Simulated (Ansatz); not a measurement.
Reactions of C$_{2}$H$_{9}$AlOSi (`[CH3][Al]([SiH3])[CH2]O`).

Program: Ansatz. Geometries: PBE0-D4/def2-TZVP. ΔE: electronic, gas phase. CBS: MP2 limit from def2 TZ/QZ plus the TZ coupled-cluster correction, frozen cores. DFT in def2-TZVPP. For As, Br, Ge outer-core shells are correlated without core-valence functions, which leaves a few kJ/mol of doubt a bond. Scalar relativity is left out up to krypton. One conformer a species, not always the lowest.

```json
{"reaction": "`[CH3][Al]([SiH3])[CH2]O` + `C[NH][GeH3]` → `C[NH][Al]([CH3])[SiH3]` + `O[CH2][GeH3]`", "CCSD(T)/CBS(def2) (kcal/mol)": "-22.8"}
{"reaction": "`[CH3][Al]([SiH3])[CH2]O` + `OBCF` → `OBC[SiH3]` + `[CH3][Al]([F])[CH2]O`", "CCSD(T)/CBS(def2) (kcal/mol)": "-71.6"}
{"reaction": "`[CH3][Al]([SiH3])[CH2]O` + `[SiH3]CS` → `OCSC[SiH3]` + `[CH3][AlH][SiH3]`", "CCSD(T)/CBS(def2) (kcal/mol)": "1.7"}
{"reaction": "`[CH3][Al]([SiH3])[CH2]O` + `[F][GeH]1[CH2][NH]1` → `[SiH3][GeH]1[CH2][NH]1` + `[CH3][Al]([F])[CH2]O`", "CCSD(T)/CBS(def2) (kcal/mol)": "?"}
{"reaction": "`[CH3][Al]([SiH3])[CH2]O` + `O[AsH2]` → `[CH3][Al]([OH])[SiH3]` + `OC[AsH2]`", "CCSD(T)/CBS(def2) (kcal/mol)": "-39.2"}
{"reaction": "`[CH3][Al]([SiH3])[CH2]O` + `N[SiH2][AlH2]` → `[CH3][Al]([AlH2])[SiH3]` + `N[SiH2]CO`", "CCSD(T)/CBS(def2) (kcal/mol)": "-4.5"}
{"reaction": "`[CH3][Al]([SiH3])[CH2]O` + `C=C[Si](O)(O)O` → `C=[CH][Al]([CH3])[SiH3]` + `OC[Si](O)(O)O`", "CCSD(T)/CBS(def2) (kcal/mol)": "-2.3"}
{"reaction": "`[CH3][Al]([SiH3])[CH2]O` + `FBBr` → `OCB(F)Br` + `[CH3][AlH][SiH3]`", "CCSD(T)/CBS(def2) (kcal/mol)": "?"}
```

**Question.** Fill in the missing values. (Estimate.)

**Answer.** Ansatz gave: `[CH3][Al]([SiH3])[CH2]O` + `[F][GeH]1[CH2][NH]1` → `[SiH3][GeH]1[CH2][NH]1` + `[CH3][Al]([F])[CH2]O`: -40.6 kcal/mol; `[CH3][Al]([SiH3])[CH2]O` + `FBBr` → `OCB(F)Br` + `[CH3][AlH][SiH3]`: -4.6 kcal/mol.

Largest T1 diagnostic: 0.013, for `[SiH3][GeH]1[CH2][NH]1`.
